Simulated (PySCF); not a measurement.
## How methods differ on the excitation energy of I²⁺

I²⁺ [Kr] 4d10 5s2 5p3 (4S) → I²⁺ [Kr] 4d10 5s1 5p4 (4P), as a difference of total energies. All numbers are calculated (PySCF 2.14, scalar relativity through the core potential, in aug-cc-pVDZ-PP with ECP28MDF (5s4p3d, 32 functions)). Correlated levels: valence: 4s2 4p6 4d10 frozen. The calculations carry no spin-orbit coupling.

```tsv
method	excitation energy (eV)
UHF	11.204
MP2 (valence)	11.091
SCS-MP2 (valence)	11.062
CCSD (valence)	10.563
CCSD(T) (valence)	10.507
CCSDT (valence)	10.481
```

Task: How much does correlation contribute at CCSD(T) (valence)?

Result: 10.507 − (11.204) = -0.697 eV, measured against UHF.

The coupled-cluster amplitudes are large for the upper state (T1 above 0.03 or a double amplitude above 0.15), so a single reference is strained.
